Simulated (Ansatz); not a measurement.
`C[SiH2]N(C)[SiH2]N(C)[SiH2]N(C)C` with charge -1. Charge -1, multiplicity 2. Geometry PBE-D4/def2-SVP, that of the neutral singlet; atoms count from 1.

```xyz
32

C     3.6796    1.5986    0.9735
Si    2.1674    2.4106    1.7639
N     0.6592    1.9332    0.9853
C     0.4759    2.3282   -0.4154
Si   -0.5914    0.9327    1.7063
N    -0.7114   -0.6306    0.9057
C     0.4976   -1.4655    0.8991
Si   -2.1657   -1.3115    0.1935
N    -1.8201   -1.8257   -1.4432
C    -2.3373   -3.0489   -2.0203
C    -1.2641   -0.8943   -2.4048
H     3.6442    0.4952    1.0814
H     3.7418    1.8371   -0.1082
H     4.6126    1.9624    1.4520
H     2.0690    2.0325    3.2150
H     2.3243    3.9081    1.6357
H     0.9022    3.3383   -0.6093
H     0.9533    1.6229   -1.1355
H    -0.6037    2.3814   -0.6784
H    -1.9410    1.5742    1.5473
H    -0.2048    0.7892    3.1524
H     0.6332   -2.0315    1.8493
H     0.4569   -2.1995    0.0668
H     1.4079   -0.8457    0.7442
H    -2.6479   -2.5701    0.8697
H    -3.2038   -0.2274    0.3352
H    -3.1763   -2.8703   -2.7379
H    -1.5438   -3.5984   -2.5811
H    -2.7155   -3.7230   -1.2256
H    -2.0200   -0.5302   -3.1446
H    -0.8427   -0.0110   -1.8837
H    -0.4354   -1.3612   -2.9884
```

The highest occupied level of the charge -1 doublet lies above zero (up to 3.40 eV). By energy differences it is unbound by 2.12 eV (vertical, against the charge 0 singlet, at PBE0-D4/def2-SVP) and held by the finite basis.

Q: Estimate the Mulliken populations of the heavy atoms from the PBE0/def2-SVP orbitals of Ansatz.

A: 
```csv
atom,charge (e),spin (α − β)
C1,-0.24,-0.08
Si2,0.43,0.20
N3,-0.62,-0.02
C4,0.23,-0.11
Si5,0.54,0.20
N6,-0.65,0.00
C7,0.16,-0.06
Si8,0.57,0.14
N9,-0.54,-0.01
C10,0.12,-0.02
C11,0.14,-0.05
```
Mulliken values depend strongly on the basis.

Q: Where does the spin sit?

A: Summed by element: C -0.32, Si 0.54, N -0.02, H 0.80, of 1 unpaired in all. Largest on single atoms: Si5 0.20, Si2 0.20, Si8 0.14.

Q: And the Mayer bond orders between heavy atoms (over 0.3)?

A: C1–Si2 0.93 (1.89 Å); Si2–N3 0.99 (1.76 Å); N3–C4 0.99 (1.47 Å); N3–Si5 0.99 (1.76 Å); Si5–N6 0.97 (1.76 Å); N6–C7 0.97 (1.47 Å); N6–Si8 1.04 (1.76 Å); Si8–N9 1.01 (1.75 Å); N9–C10 1.02 (1.45 Å); N9–C11 1.00 (1.45 Å).
